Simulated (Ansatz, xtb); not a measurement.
**Relative energy of two conformers of C2H9NSi**

Structure I: `CC[SiH2]N`, a singlet. Structure II: `CC[SiH2]N`, a singlet. Both are isolated molecules in the gas phase, relaxed with B3LYP-D3(BJ)/6-311G**.

I (Å):

```xyz
13

C    -1.5638    1.3983    0.7716
C    -1.2073    0.7150   -0.5577
N     0.1125   -1.7287    0.7327
Si   -1.0461   -1.1614   -0.4217
H    -0.8091    1.1887    1.5353
H    -1.6340    2.4845    0.6667
H    -2.5248    1.0419    1.1549
H    -0.2661    1.1204   -0.9485
H    -1.9675    0.9362   -1.3173
H    -2.3574   -1.7181    0.0086
H    -0.6782   -1.6980   -1.7605
H    -0.1273   -1.8268    1.7068
H     1.1043   -1.5968    0.6068
```

II (Å):

```xyz
13

C    -1.1824   -0.5728    2.3031
C    -0.3000    0.1023    1.2404
N     1.2969   -0.2255   -1.2273
Si    0.2756   -1.0735   -0.1127
H    -2.0895   -0.9916    1.8576
H    -1.4943    0.1350    3.0759
H    -0.6545   -1.3917    2.8001
H     0.5835    0.5467    1.7147
H    -0.8371    0.9293    0.7648
H     0.9017   -2.2560    0.5575
H    -0.8778   -1.5787   -0.9054
H     2.1227    0.2570   -0.9040
H     1.4324   -0.5796   -2.1624
```

Q: Estimate which is lower in electronic energy at CCSD(T)/def2-SVP + ΔMP2/def2-TZVPP, and by roughly how much.

A: Too close to call at this level: CCSD(T)/def2-SVP + ΔMP2/def2-TZVPP gives E(II) − E(I) = −0.23 kJ/mol.

The same difference at several levels:

```csv
level,geometry,E(II) − E(I) (kJ/mol),departure from the last row (kJ/mol),"job, with rough time for the two"
B3LYP-D3(BJ)/6-311G**,B3LYP-D3(BJ)/6-311G**,+0.10,+0.33,"optimisation, 47 s"
HF/def2-SVP,B3LYP-D3(BJ)/6-311G**,−0.11,+0.12,part of the CCSD(T) run
MP2/def2-SVP,B3LYP-D3(BJ)/6-311G**,+0.10,+0.33,part of the CCSD(T) run
CCSD(T)/def2-SVP,B3LYP-D3(BJ)/6-311G**,−0.11,+0.13,single point
CCSD(T)/def2-SVP + ΔMP2/def2-TZVPP,B3LYP-D3(BJ)/6-311G**,−0.23,,"single point, 25 s"
```

The largest departure from CCSD(T)/def2-SVP + ΔMP2/def2-TZVPP is that of MP2/def2-SVP, 0.33 kJ/mol. Levels run at GFN2-xTB geometries aren't shown. The last row adds to CCSD(T) the change of the MP2 difference between the two basis sets, here −0.13 kJ/mol.

With harmonic frequencies from B3LYP-D3(BJ)/6-311G** (ideal gas, rigid rotor, one conformer each, 298.15 K, 1 atm): on the last row, ΔE + ΔZPE = +0.67, ΔH = +0.23, ΔG = +1.27 kJ/mol.

The correlated steps freeze 8 core orbitals. Codes used: Ansatz 0.2.0; the last row on 2 threads of Arm Neoverse V2 on a shared host.
